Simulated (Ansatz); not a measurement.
Geometry optimisation, RKS BHLYP-D4/def2-SVP (Ansatz).

Input file:

```yaml
crystal:
  periodic: [false, false, false]
  atoms:
    - { symbol: Cl, position_ang: [-0.8335, -3.0237, -0.0042] }
    - { symbol: C, position_ang: [0.5309, -2.0522, -0.5576] }
    - { symbol: Si, position_ang: [0.5223, -0.3804, 0.2732] }
    - { symbol: C, position_ang: [-0.8841, 0.6179, -0.1905] }
    - { symbol: Cl, position_ang: [-0.57141, 2.36602, 0.03428] }
    - { symbol: In, position_ang: [-0.2882, 2.8216, 1.3341] }
    - { symbol: H, position_ang: [0.5151, -1.9068, -1.6522] }
    - { symbol: H, position_ang: [1.4977, -2.5867, -0.302] }
    - { symbol: H, position_ang: [0.5774, -0.5574, 1.7867] }
    - { symbol: H, position_ang: [1.7638, 0.3551, -0.0953] }
    - { symbol: H, position_ang: [-1.80903, 0.33286, 0.50287] }
    - { symbol: H, position_ang: [0.4559, 3.0631, 0.296] }
    - { symbol: H, position_ang: [-1.0089, 2.6552, 0.977] }
basis:
  gaussian: { orbitals: def2-SVP }
hamiltonian:
  xc: { name: BHLYP }
  dispersion: d4
relax:
  f_tol: 0.015
  max_steps: 40
```

Launched with:

```bash
$ ansatz run input.yaml --threads 2 --pin off --max-ram 3072MiB --backend cpu --events-out ev --progress --plain --runs-dir out
```

Problem. Where does it end, and by what steps?

Solution. The forces met the threshold. The force dipped under the threshold on the way, but the program's further checks kept it going. After 20 steps the energy has fallen by 75.434 eV; Cl5 moved furthest, 1.94 Å. The start is strongly strained (largest force component 179 eV/Å), so its close contacts needn't be bonds. Parted: Cl5–H12, Cl5–H13. Joined: C4–In6.

```csv
step,energy less start (eV),largest force component (eV/Å),accepted
0,0.0000,178.693,yes
1,-45.6728,58.738,yes
2,-60.1910,25.172,yes
3,-67.0598,8.322,yes
4,-69.6979,2.742,yes
5,-70.6093,1.674,yes
6,-71.2137,1.317,yes
7,-71.7007,1.604,yes
8,-72.4813,2.074,yes
9,-73.4824,2.346,yes
10,-74.3504,1.457,yes
11,-74.9889,0.750,yes
12,-75.3018,0.387,yes
13,-75.3959,0.294,yes
14,-75.4264,0.192,yes
15,-75.4292,0.249,yes
16,-75.4335,0.066,yes
17,-75.4341,0.018,yes
18,-75.4342,0.014,yes
19,-75.4343,0.016,yes
20,-75.4343,0.010,yes
```

```xyz
13
Properties=species:S:1:pos:R:3
Cl -1.027 -2.788 -0.005
C 0.483 -1.998 -0.578
Si 0.796 -0.444 0.444
C -0.649 0.724 0.309
Cl -0.880 1.171 -1.469
In -0.472 2.795 1.009
H 0.343 -1.753 -1.632
H 1.290 -2.728 -0.497
H 0.969 -0.820 1.868
H 2.032 0.208 -0.051
H -1.581 0.251 0.615
H 1.102 3.488 0.983
H -1.938 3.600 1.406
```

Time of the run: 2.7 min on 2 threads of Arm Neoverse V1 (shared host), peak memory 0.48 GiB.
